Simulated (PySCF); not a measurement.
C4H9NO, singlet, at a GFN2-xTB geometry; CCSD(T)/STO-3G (PySCF).

The PySCF input:
```python
from pyscf import gto, scf, cc

mol = gto.Mole()
mol.atom = '''
    C    -1.677322   -0.500748   -0.651255
    N    -0.574228   -0.007921    0.141751
    C    -0.868691    0.332808    1.512081
    C     0.674245   -0.003861   -0.389050
    C     1.784552    0.449669    0.534129
    O     0.885858   -0.336514   -1.539616
    H    -2.449444    0.265463   -0.749323
    H    -1.291938   -0.752971   -1.637233
    H    -2.112237   -1.392440   -0.193365
    H    -0.345137    1.239396    1.814001
    H    -0.593463   -0.475785    2.197699
    H    -1.938810    0.510784    1.604961
    H     2.729609    0.327208    0.012568
    H     1.660522    1.499278    0.792834
    H     1.796925   -0.140579    1.447102
'''
mol.basis = 'sto-3g'
mol.charge = 0
mol.spin = 0
mol.verbose = 4
mol.build()

mf = scf.RHF(mol)
mf.kernel()

mycc = cc.CCSD(mf, frozen=6)
mycc.kernel()
et = mycc.ccsd_t()
print('E(CCSD(T)) = %.10f' % (mycc.e_tot + et))
```

The log (banner, timings and long lists left out):

```
PySCF version 2.14.0

[INPUT] verbose = 4
[INPUT] num. atoms = 15
[INPUT] num. electrons = 48
[INPUT] charge = 0
[INPUT] spin (= nelec alpha-beta = 2S) = 0
[INPUT] symmetry False subgroup None
[INPUT] Mole.unit = angstrom
[INPUT] Symbol           X                Y                Z      unit          X                Y                Z       unit  Magmom
[INPUT]  1 C     -1.677322000000  -0.500748000000  -0.651255000000 AA   -3.169679202708  -0.946276577424  -1.230693587254 Bohr   0.0
[INPUT]  2 N     -0.574228000000  -0.007921000000   0.141751000000 AA   -1.085133653057  -0.014968520633   0.267870567883 Bohr   0.0
[INPUT]  3 C     -0.868691000000   0.332808000000   1.512081000000 AA   -1.641588076875   0.628915972064   2.857418968158 Bohr   0.0
[INPUT]  4 C      0.674245000000  -0.003861000000  -0.389050000000 AA    1.274138390857  -0.007296232567  -0.735197948762 Bohr   0.0
[INPUT]  5 C      1.784552000000   0.449669000000   0.534129000000 AA    3.372314535045   0.849751256707   1.009357525188 Bohr   0.0
[INPUT]  6 O      0.885858000000  -0.336514000000  -1.539616000000 AA    1.674029005255  -0.635919297082  -2.909452576998 Bohr   0.0
[INPUT]  7 H     -2.449444000000   0.265463000000  -0.749323000000 AA   -4.628778317459   0.501652366205  -1.416015248837 Bohr   0.0
[INPUT]  8 H     -1.291938000000  -0.752971000000  -1.637233000000 AA   -2.441408989918  -1.422908969740  -3.093921972100 Bohr   0.0
[INPUT]  9 H     -2.112237000000  -1.392440000000  -0.193365000000 AA   -3.991549440173  -2.631330244889  -0.365406892077 Bohr   0.0
[INPUT] 10 H     -0.345137000000   1.239396000000   1.814001000000 AA   -0.652214405454   2.342118999881   3.427965079687 Bohr   0.0
[INPUT] 11 H     -0.593463000000  -0.475785000000   2.197699000000 AA   -1.121482535063  -0.899103344176   4.153049214231 Bohr   0.0
[INPUT] 12 H     -1.938810000000   0.510784000000   1.604961000000 AA   -3.663819907568   0.965241868810   3.032936730608 Bohr   0.0
[INPUT] 13 H      2.729609000000   0.327208000000   0.012568000000 AA    5.158213437148   0.618333505767   0.023750077934 Bohr   0.0
[INPUT] 14 H      1.660522000000   1.499278000000   0.792834000000 AA    3.137931803815   2.833224804586   1.498239122243 Bohr   0.0
[INPUT] 15 H      1.796925000000  -0.140579000000   1.447102000000 AA    3.395696116384  -0.265655808865   2.734626454310 Bohr   0.0

nuclear repulsion = 252.485981641819
number of shells = 27
number of NR pGTOs = 117
number of NR cGTOs = 39
basis = sto-3g
ecp = {}

******** <class 'pyscf.scf.hf.RHF'> ********
method = RHF
initial guess = minao
damping factor = 0
level_shift factor = 0
DIIS = <class 'pyscf.scf.diis.CDIIS'>
diis_start_cycle = 1
diis_space = 8
diis_damp = 0
SCF conv_tol = 1e-09
SCF conv_tol_grad = None
SCF max_cycles = 50
direct_scf = True
direct_scf_tol = 1e-13
Set gradient conv threshold to 3.16228e-05
Initial guess from minao.
init E= -283.7706986325
  HOMO = -0.204467599392794  LUMO = 0.166064138290904  gap/eV = 10.08268
cycle= 1 E= -282.250301646227  delta_E= 1.52  |g|= 0.664  |ddm|= 4.72
  HOMO = -0.0961850302140124  LUMO = 0.345614720527098  gap/eV = 12.02198
cycle= 2 E= -282.359440902403  delta_E= -0.109  |g|= 0.512  |ddm|= 1.51
  HOMO = -0.242176275792479  LUMO = 0.341525564982979  gap/eV = 15.88334
cycle= 3 E= -282.425762722968  delta_E= -0.0663  |g|= 0.0535  |ddm|= 0.618
  HOMO = -0.270644538438132  LUMO = 0.33960232938717  gap/eV = 16.60566
cycle= 4 E= -282.427976550018  delta_E= -0.00221  |g|= 0.0232  |ddm|= 0.147
  HOMO = -0.267086924518793  LUMO = 0.339479887085447  gap/eV = 16.50552
cycle= 5 E= -282.428312039863  delta_E= -0.000335  |g|= 0.0091  |ddm|= 0.0564
  HOMO = -0.266849032057351  LUMO = 0.339691541516233  gap/eV = 16.50481
cycle= 6 E= -282.428381328738  delta_E= -6.93e-05  |g|= 0.0027  |ddm|= 0.0312
  HOMO = -0.267220641497814  LUMO = 0.339553966673526  gap/eV = 16.51118
cycle= 7 E= -282.428385794429  delta_E= -4.47e-06  |g|= 0.000675  |ddm|= 0.00793
  HOMO = -0.267374880828038  LUMO = 0.339507940600274  gap/eV = 16.51412
cycle= 8 E= -282.428386069091  delta_E= -2.75e-07  |g|= 0.000107  |ddm|= 0.00208
  HOMO = -0.267301253772867  LUMO = 0.339505134824936  gap/eV = 16.51204
cycle= 9 E= -282.428386077367  delta_E= -8.28e-09  |g|= 2.64e-05  |ddm|= 0.000309
  HOMO = -0.26730054909902  LUMO = 0.339509609286839  gap/eV = 16.51215
cycle= 10 E= -282.428386077916  delta_E= -5.5e-10  |g|= 6.34e-06  |ddm|= 7.63e-05
  HOMO = -0.267301406890034  LUMO = 0.339508167539161  gap/eV = 16.51213
Extra cycle  E= -282.428386077955  delta_E= -3.9e-11  |g|= 3.67e-06  |ddm|= 1.45e-05
converged SCF energy = -282.428386077955

******** <class 'pyscf.cc.ccsd.CCSD'> ********
CC2 = 0
CCSD nocc = 18, nmo = 33
frozen orbitals 6
max_cycle = 50
direct = 0
conv_tol = 1e-07
conv_tol_normt = 1e-05
diis_space = 6
diis_start_cycle = 0
diis_start_energy_diff = 1e+09
Init t2, MP2 energy = -282.74127050309  E_corr(MP2) -0.312884425134979
Init E_corr(CCSD) = -0.312884425144105
cycle = 1  E_corr(CCSD) = -0.358347955451668  dE = -0.0454635303  norm(t1,t2) = 0.0764834
cycle = 2  E_corr(CCSD) = -0.377924589502258  dE = -0.0195766341  norm(t1,t2) = 0.0260029
cycle = 3  E_corr(CCSD) = -0.384495548053284  dE = -0.00657095855  norm(t1,t2) = 0.0112031
cycle = 4  E_corr(CCSD) = -0.387443139005864  dE = -0.00294759095  norm(t1,t2) = 0.00408521
cycle = 5  E_corr(CCSD) = -0.387400225127761  dE = 4.29138781e-05  norm(t1,t2) = 0.00092364
cycle = 6  E_corr(CCSD) = -0.387347394362875  dE = 5.28307649e-05  norm(t1,t2) = 0.000264377
cycle = 7  E_corr(CCSD) = -0.38733997712777  dE = 7.41723511e-06  norm(t1,t2) = 7.91134e-05
cycle = 8  E_corr(CCSD) = -0.387339834429799  dE = 1.42697971e-07  norm(t1,t2) = 3.19842e-05
cycle = 9  E_corr(CCSD) = -0.387338990197905  dE = 8.44231894e-07  norm(t1,t2) = 1.54029e-05
cycle = 10  E_corr(CCSD) = -0.387339616080438  dE = -6.25882533e-07  norm(t1,t2) = 7.87853e-06
cycle = 11  E_corr(CCSD) = -0.387339739041456  dE = -1.22961017e-07  norm(t1,t2) = 4.16645e-06
cycle = 12  E_corr(CCSD) = -0.387339679358819  dE = 5.96826363e-08  norm(t1,t2) = 1.97902e-06
CCSD converged
E(CCSD) = -282.8157257573139  E_corr = -0.3873396793588192
CCSD(T) correction = -0.00791673822981529
E(CCSD(T)) = -282.8236424955
```
